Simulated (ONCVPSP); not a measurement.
# holmium (Ho): one change to an ONCV potential, before and after

| Quantity | Value |
| --- | --- |
| Element | Ho |
| Generator | ONCVPSP 4.0.1 |
| Type | optimised norm-conserving Vanderbilt (ONCV) |
| Functional | LDA (Perdew-Zunger) |
| Relativity | fully relativistic |
| Frozen core | [Kr] 4d10 4f10 |
| Valence charge | 11 |
| Reference configuration | 5s2 5p6 5d1 6s1.75 6p0.25 |
| Partial waves | 5s+6s: rc 2.05 bohr, ncon 4, nbas 8, qcut 5 1/bohr, 2 projectors; 5p+6p: rc 2.75 bohr, ncon 4, nbas 9, qcut 4 1/bohr, 2 projectors; 5d: rc 2.05 bohr, ncon 5, nbas 9, qcut 4.6 1/bohr, 2 projectors, debl 2.8 Ha |
| Local potential | polynomial inside 1.50 bohr (lpopt 5, dvloc0 1 Ha) |
| Core correction | none |

Open shells are filled in proportion to 2j + 1.

Change: local potential polynomial inside 1.50 bohr (lpopt 5, dvloc0 6.5 Ha).

Cutoffs: the cutoffs (Ha) at which the residual kinetic energy of the hardest occupied pseudo-wave falls to 1 and 0.1 mHa per electron; they do not see the model core or the augmentation charge, which bear on the density cutoff. Errors are all-electron minus pseudo energies relative to the spin-unpolarised reference configuration.

Q: Predict the effect on cutoff, ghosts and configuration errors.

A: The potential gets neither clearly harder nor softer (9.7 Ha and 12 Ha → 9.7 Ha and 12 Ha); the bound ghost in p disappears; the errors of the 4 common tests hardly move. In the separable form a ghost depends on how the local part lies against the semilocal potential of the channel, so the choice of the local part can create or remove one.

| quantity | base | changed |
| --- | --- | --- |
| cutoff, loose | 9.7 Ha | 9.7 Ha |
| cutoff, tight | 12 Ha | 12 Ha |
| bound ghosts | p3/2 | none |
| GHOST(+) flags under 300 eV | s at 109.4 eV | p3/2 at 250.2 eV |
| error for 5s2 5p6 5d1 6s2 6p0, meV [ΔE -0.77 eV] | 0.0 | 0.0 |
| error for 5s2 5p6 5d1 6s1 6p0, meV [ΔE 6.38 eV] | +1.7 | +1.6 |
| error for 5s2 5p6 5d1 6s0 6p0, meV [ΔE 19.26 eV] | +12 | +12 |
| error for 5s1 5p6 5d1 6s2 6p0, meV [ΔE 59.54 eV] | -552 | -528 |
| s: phases at 2.08 bohr within 0.05 rad from the reference energy up to (Ha; the scan ends near 5) | 3.6 | 4.5 |
| p3/2: phases at 2.79 bohr within 0.05 rad from the reference energy up to (Ha; the scan ends near 5) | 3.1 | 3.1 |
| p1/2: phases at 2.79 bohr within 0.05 rad from the reference energy up to (Ha; the scan ends near 5) | 3.3 | 3.1 |
| d5/2: phases at 2.08 bohr within 0.05 rad from the reference energy up to (Ha; the scan ends near 5) | to the end of the scan | to the end of the scan |
| d3/2: phases at 2.08 bohr within 0.05 rad from the reference energy up to (Ha; the scan ends near 5) | to the end of the scan | to the end of the scan |

 A true bound ghost makes a file unfit for plane-wave use even where its test errors are small: the radial tests pick states by their node count and pass the ghost by.
